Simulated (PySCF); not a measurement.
Molecular orbitals of ZnSe

PBE0 at R = 2.171 Å; PySCF, scalar-relativistic core potentials, basis sets Zn cc-pVTZ-PP with ECP10, Se cc-pVTZ-PP with ECP10. State: ¹Σ⁺ (singlet), closed shell. Only the outer orbitals are listed, counted within each symmetry, core potentials removing the inner ones.

| orbital | occ. | ε (eV) | on Zn (%) | main shells (%) |
| --- | --- | --- | --- | --- |
| 4π | 2 | -15.27 | 99 | 99 Zn d |
| 4π | 2 | -15.27 | 99 | 99 Zn d |
| 2δ | 2 | -15.12 | 100 | 100 Zn d |
| 2δ | 2 | -15.12 | 100 | 100 Zn d |
| 7σ | 2 | -15.06 | 89 | 88 Zn d, 10 Se s |
| 8σ | 2 | -8.90 | 54 | 52 Zn s, 42 Se p |
| 5π | 2 | -6.25 | 11 | 89 Se p, 10 Zn p |
| 5π | 2 | -6.25 | 11 | 89 Se p, 10 Zn p |
| 9σ | 0 | -4.07 | 68 | 35 Zn p, 33 Zn s, 30 Se p |
| 6π | 0 | -0.60 | 92 | 91 Zn p |
| 6π | 0 | -0.60 | 92 | 91 Zn p |

Which are the highest filled and the lowest empty level, where do they sit, and how wide is the gap?

Highest filled 5π at -6.25 eV (in %: 89 Se p, 10 Zn p); lowest empty 9σ at -4.07 eV (in %: 35 Zn p, 33 Zn s, 30 Se p); the gap at PBE0 is 2.18 eV.

The bond order (Mayer) is 1.83. The ⟨S²⟩ is 0.000. The charge on Zn (Mulliken, basis-dependent) is 0.38 and the charge on Zn (Löwdin, basis-dependent) is 0.33. The dipole moment (positive dipole means Zn(−)Se(+)) is -4.97 D. The polarisability along the bond is 85.0 bohr³. The polarisability across the bond is 48.3 bohr³.
